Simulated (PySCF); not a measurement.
Al(OH)(PH2)2 (AlH5OP2), SMILES [OH][Al]([PH2])[PH2]. The structure is a stationary point at PBE-D3(BJ)/def2-SVP. The structure was generated by enumeration; whether it is a known compound was not checked. The values are those of a single conformer.

Computed equilibrium geometry at PBE-D3(BJ)/def2-SVP (PySCF confirms it by a frequency run) as Cartesian coordinates in Å (one conformer of several):
```xyz
9

Al     0.3222    -0.1860    -0.1045
O      1.7715    -0.9153    -0.6863
H      2.4615    -1.3026    -0.1254
P     -0.1119     0.0531     2.1974
H      0.2491    -1.3206     2.4554
H     -1.5043    -0.2687     2.0018
P     -0.9875     0.7924    -1.7797
H     -2.2082     0.3428    -1.1557
H     -0.8677    -0.3929    -2.5928
```
Charge 0, spin multiplicity 1.
